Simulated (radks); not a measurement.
Dipole-allowed excitations along the series with 54 electrons in [Xe]. Calculated with a radial shooting solver on a logarithmic mesh with Libxc functionals: scalar-relativistic Kohn-Sham, LDA (Slater exchange, VWN5 correlation), spin-unpolarised, spherical densities, finite nucleus; Fermi nuclear charge, rms radius of each element as measured or else 0.836 A^(1/3) + 0.57 fm. Time-dependent linear response with the Hartree and adiabatic LDA kernel, continuum included through the Sternheimer equations, no spin-orbit coupling, so fine structure and intercombination lines are absent. Lines are the poles of the dipole polarisability below minus the highest occupied eigenvalue, found on a grid refined at the orbital gaps; the lowest seven at most are given, and weak or close lines can be missed. The first line takes the name of the lowest orbital gap if no other gap lies below it; otherwise a line is named after a gap within 0.6 % of it, if that gap stands alone.

species,-e(HOMO) (eV),lowest orbital gap (eV),first line (eV),f,strongest line (eV),its f,static alpha (bohr^3)
Cs+,18.832,5p-6s 13.187,13.245 (5p-6s),0.457,16.129 (unassigned),2.23,16.21
Ba2+,31.078,5p-5d 18.055,18.799 (5p-6s),0.432,21.524 (unassigned),4.50,10.71
La3+,44.921,5p-5d 21.433,24.656 (5p-6s),0.191,26.165 (unassigned),5.75,7.684
